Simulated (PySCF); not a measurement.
**Relaxation of singlet IrS₃⁺**

All numbers come from PBE0 in PySCF with Ir def2-SVP with ECP60, S def2-SVP; scalar-relativistic core potentials, no spin–orbit coupling; density-fitted integrals. A (50,194) grid was used.

A hand-made T-shaped start, of C2v symmetry, held to at least that symmetry:

```xyz
4
charge 1 multiplicity 1, angstrom
Ir    0.0000    0.0000   -0.2425
S     0.0000    0.0000    1.8057
S     2.0470    0.0000   -0.1710
S    -2.0470    0.0000   -0.1710
```

Optimiser trace:
| step | E − E(last) (kJ/mol) | largest gradient (Eh/bohr) |
| --- | --- | --- |
| 0 | 263.67 | 0.07463 |
| 1 | 235.45 | 0.00478 |
| 2 | 235.04 | 0.00460 |
| 3 | 234.35 | 0.00650 |
| 4 | 232.73 | 0.01137 |
| 5 | 228.19 | 0.02358 |
| 6 | 212.75 | 0.05212 |
| 7 | 168.60 | 0.07774 |
| 8 | 109.88 | 0.05885 |
| 9 | 59.97 | 0.09638 |
| 10 | 24.76 | 0.03171 |
| 11 | 5.90 | 0.01193 |
| 12 | 0.38 | 0.00633 |
| 13 | 0.03 | 0.00345 |
| 14 | 0.00 | 0.00044 |
| 15 | 0.00 | 0.00008 |

It ends at D3h with Ir–S 2.060 Å (×3); S–Ir–S 120.0° (×3) (after a last refinement on a finer grid). A frequency run shows a minimum. Other isomers or separated fragments may lie lower.

Final geometry:
Coordinates in bohr (charge 1 multiplicity 1):
```
Ir    0.0000    0.0000    0.0000
S     0.0009    0.0000    3.8928
S     3.3708    0.0000   -1.9472
S    -3.3718    0.0000   -1.9456
```

Spin–orbit coupling, left out here, can matter for elements this heavy.

The relaxation took roughly 90 core-seconds on a shared host.
